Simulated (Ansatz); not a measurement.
Basis-set series for C₂H₂N₂Sn (`N#[C][SnH2][C]#N`). Charge 0, multiplicity 1. Sn: def2 effective core potential. Geometry: relaxed with PBE0-D4/def2-TZVP.

Cartesian coordinates in Å:
```
N 2.640 -0.446 -1.102
C 1.536 -0.240 -0.845
Sn -0.488 0.141 -0.442
C -0.652 -0.015 1.644
N -0.779 -0.093 2.786
H -0.839 1.729 -0.893
H -1.417 -1.077 -1.149
```

```json
{"functional": "PBE0-D4", "basis": "def2-TZVPP", "functions": "202", "energy (Eh)": "-401.01965", "HOMO (eV)": "-10.05", "LUMO (eV)": "-1.24"}
{"functional": "PBE0-D4", "basis": "def2-QZVPP", "functions": "370", "energy (Eh)": "-401.03104", "HOMO (eV)": "-10.07", "LUMO (eV)": "-1.29"}
{"functional": "ωB97M-V", "basis": "def2-TZVPP", "functions": "202", "energy (Eh)": "-401.14080", "HOMO (eV)": "-12.31", "LUMO (eV)": "0.43"}
{"functional": "ωB97M-V", "basis": "def2-QZVPP", "functions": "370", "energy (Eh)": "-401.15127", "HOMO (eV)": "-12.32", "LUMO (eV)": "0.33"}
```

(1) Give the rows for def2-SVP. (An estimate is asked.)

Results:

(1) The calculation gave: 
| functional | basis | functions | energy (Eh) | HOMO (eV) | LUMO (eV) |
| --- | --- | --- | --- | --- | --- |
| PBE0-D4 | def2-SVP | 92 | -400.79315 | -9.96 | -1.08 |
| ωB97M-V | def2-SVP | 92 | -400.90620 | -12.17 | 0.86 |

Positive LUMOs are unbound and depend on the basis.

Program: Ansatz 0.2.0.
